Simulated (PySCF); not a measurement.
**Vibration and rotation of NiSe**

BP86 constants of NiSe, ³Σ⁻ (triplet), unpaired electrons π ↑↑ (Ni x2c-TZVPPall, Se x2c-TZVPPall; spin-free X2C with a Gaussian nucleus (PySCF 2.14); masses 57.9353 and 79.9165 u):

| Item | Value |
| --- | --- |
| ωe | 378.8 cm⁻¹ |
| ωexe | 1.11 cm⁻¹ |
| Be | 0.11558 cm⁻¹ |
| αe | 0.000477 cm⁻¹ |
| D (centrifugal) | 4.3e-08 cm⁻¹ |

(1) Give the vibrational terms G(v) and spacings up to v = 6.

De is left out where the level can put another filling of the metal’s s and d shells below the measured ground configuration, by anything from nothing to about 1 eV. Spin–orbit coupling is left out. The state is the lowest single determinant that the PBE0 search found; with open d or f shells the true ground state can be another one.

Results:

(1) G(v) = ωe(v+½) − ωexe(v+½)².

```tsv
v	G(v) (cm⁻¹)	G(v) − G(v−1)	Bv (cm⁻¹)
0	189.1		0.1153
1	565.7	376.6	0.1149
2	940.1	374.4	0.1144
3	1312.2	372.1	0.1139
4	1682.1	369.9	0.1134
5	2049.8	367.7	0.1130
6	2415.3	365.5	0.1125
```
